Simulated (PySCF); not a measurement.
Stepwise substitution at one centre (Sn F-C2H5). Isolated molecules, 0 K electronic values unless said otherwise. One relaxed conformer stands for each flexible species; it need not be the lowest. Strings in code marks are SMILES.

Quantity: redistribution energy (mixed species minus the weighted end members), in kcal/mol.

Case: 1 of 4 F replaced by C2H5: `C[CH2][Sn]([F])([F])[F]`. The other species in the difference include `[F][Sn]([F])([F])[F]` (neutral, multiplicity 1). Geometry of `C[CH2][Sn]([F])([F])[F]` (neutral, multiplicity 1, Å):

```xyz
11

C     -1.5300     0.1048    -0.1622
C     -0.3168    -0.7997    -0.0045
Sn     1.4950     0.3156     0.1511
F      3.0986    -0.6023    -0.3804
F      1.8922     0.9735     1.9141
F      1.4569     1.8980    -0.9442
H     -2.4396    -0.5042    -0.2826
H     -1.6799     0.7490     0.7171
H     -1.4447     0.7573    -1.0434
H     -0.1690    -1.4687    -0.8660
H     -0.3627    -1.4233     0.9011
```

Problem. What redistribution energy (mixed species minus the weighted end members) does PBE0-D4/def2-TZVP // PBE0-D4/def2-SVP (PySCF) give?

Solution. -13.3 kcal/mol.
